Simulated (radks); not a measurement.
Values are calculated unless marked as measured or tabulated.
Fractional charge and spin in the 3p shell of zinc: the spin-up occupation runs from 2 to 3 and the spin-down occupation from 2 to 3; the fullest corner is Zn2+, [Ne] 3s2 3d10 3p(up 3, down 3). Level of theory: scalar-relativistic Kohn-Sham, r2SCAN, spin-polarised, spherical densities, finite nucleus; meta-GGA in the generalised Kohn-Sham scheme; Fermi nuclear charge, rms radius of each element as measured or else 0.836 A^(1/3) + 0.57 fm (a radial shooting solver on a logarithmic mesh with Libxc functionals). Energy (eV) minus the two flat planes that join the four corners (they meet along the diagonal where the two added fractions sum to one electron); zero is where a piecewise linear energy would lie.

down \ up       2    2.25     2.5    2.75       3
2           0.000  -2.186  -2.896  -2.158   0.000
2.25       -2.186  -2.758  -1.885   0.405  -1.974
2.5        -2.896  -1.885   0.540  -1.707  -2.607
2.75       -2.158   0.405  -1.707  -2.475  -1.935
3           0.000  -1.974  -2.607  -1.935   0.000

Corners above the fullest one (they belong to Zn3+ and the next ion): (up 3, down 2) 117.02 eV, (up 2, down 3) 117.02 eV, (up 2, down 2) 258.24 eV. With half an added electron in each spin the energy lies 0.540 eV from the planes, and with half an added electron in spin up alone -2.896 eV. The planes are only a guide here: the flat-plane condition holds for ground states with one frontier orbital, while this shell lies below other occupied shells, so the corners above the fullest one are inner-hole states and not the ground states of those ions.
